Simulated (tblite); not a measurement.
HClO, charge +1, doublet, at a GFN2-xTB geometry (a state made from the parent by changing its charge; the spin is typed, not shown lowest); tblite with GFN1-xTB.

The tblite input:
```
$ tblite run mol.xyz --method gfn1 --charge 1 --spin 1 --efield 0,0,0.1 --json tblite.json --no-restart

# file mol.xyz
3

O     -0.04383216     1.02148558     0.01469068
H     -0.96672120     1.40203158     0.00503415
Cl     0.07749285    -0.56317154    -0.00720939
```

Write the output that tblite gives for this input, abridged.


```
xTB calculator
 | screened Coulomb repulsion
 | Coulomb electrostatics
 |  * isotropic Klopman-Ohno-Mataga-Nishimoto electrostatics
 |  * onsite third-order electrostatics
 | DFT-D3(BJ) dispersion correction
 | Interactions (1)
 | [1] electric field

halogen bonding energy    0.0000000000000E+00 Eh
repulsion energy          1.7826787691322E-02 Eh
dispersion energy        -3.3733309621951E-04 Eh
interaction energy        0.0000000000000E+00 Eh
number of electrons       1.3000000000000E+01 e
integral cutoff           1.9731147476801E+01 bohr

------------------------------------------------------------
  cycle        total energy    energy error   density error
------------------------------------------------------------
      1     -8.530941240346  -8.5484307E+00   5.3261247E-01
      2     -8.837400371545  -3.0645913E-01   8.8166466E-02
      3     -8.838422896449  -1.0225249E-03   6.7319990E-02
      4     -8.834720371910   3.7025245E-03   5.1058764E-02
      5     -8.839135634901  -4.4152630E-03   7.6113325E-03
      6     -8.839232230827  -9.6595927E-05   4.5072588E-04
      7     -8.839231835891   3.9493612E-07   5.8449516E-04
      8     -8.839232333339  -4.9744757E-07   2.5368744E-06
------------------------------------------------------------

electronic energy        -8.8567217879338E+00 Eh
total energy             -8.8392323333387E+00 Eh

Post processing:
 | Mayer-Wiberg bond orders

[Info] JSON dump of results written to 'tblite.json'
```
